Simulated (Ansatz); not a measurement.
The pair A = CHN (SMILES C#N) (first 3 atoms), B = C2H3N (SMILES CC#N); geometry from B3LYP-D3(BJ)/def2-TZVP.
(charge 0, multiplicity 1):
```xyz
9

C      0.3363     0.2915     0.2805
N     -0.6058    -0.3462     0.1386
H      1.2105     0.8808     0.4501
C     -0.6669    -0.6301     3.6911
C      0.5012     0.1942     3.4362
N      1.4189     0.8444     3.1966
H     -1.3786    -0.0924     4.3176
H     -1.1421    -0.8780     2.7404
H     -0.3754    -1.5512     4.1959
```

Cores are frozen in the correlated methods. MP2 and its Hartree–Fock in aug-cc-pVTZ are density fitted.

Codes used: Ansatz (Gaussian basis) for Hartree–Fock, density functionals and correlated methods. Each number belongs to the level named beside it.

The counterpoise-corrected interaction energy is E(AB) − E(A in the pair's basis) − E(B in the pair's basis). Total energies (hartree):

```tsv
level	AB	A in the pair's basis	B in the pair's basis
HF/aug-cc-pVDZ	-224.8363747	-92.8881313	-131.9436390
MP2/aug-cc-pVDZ	-225.5700734	-93.1816121	-132.3812790
HF/aug-cc-pVTZ	-224.8896869	-92.9099031	-131.9751900
MP2/aug-cc-pVTZ	-225.7644561	-93.2590843	-132.4974601
CCSD(T)/aug-cc-pVDZ	-225.6308616	-93.2034505	-132.4207795
```

Question: Work out the counterpoise-corrected interaction energy at the basis-set limit: extrapolate the MP2 correlation part as X⁻³, take Hartree–Fock from the larger set, and add the CCSD(T) − MP2 difference of aug-cc-pVDZ.

Answer: 
1. Differences (1 hartree = 627.509 kcal/mol): HF/aug-cc-pVDZ -2.889; MP2/aug-cc-pVDZ -4.507; HF/aug-cc-pVTZ -2.883; MP2/aug-cc-pVTZ -4.965; CCSD(T)/aug-cc-pVDZ -4.161.
2. Correlation parts, MP2 less HF: -1.618 in aug-cc-pVDZ (X = 2), -2.082 in aug-cc-pVTZ (X = 3).
3. Limit (3³·(-2.082) − 2³·(-1.618))/(3³ − 2³) = -2.278; with HF/aug-cc-pVTZ it gives -5.160.
4. CCSD(T) less MP2 in aug-cc-pVDZ: 0.346.
Result: -4.81 kcal/mol, against -4.51 at MP2/aug-cc-pVDZ. It is an estimate of this method's limit, not of the exact value.

Ansatz is a quantum-chemistry and plane-wave program.
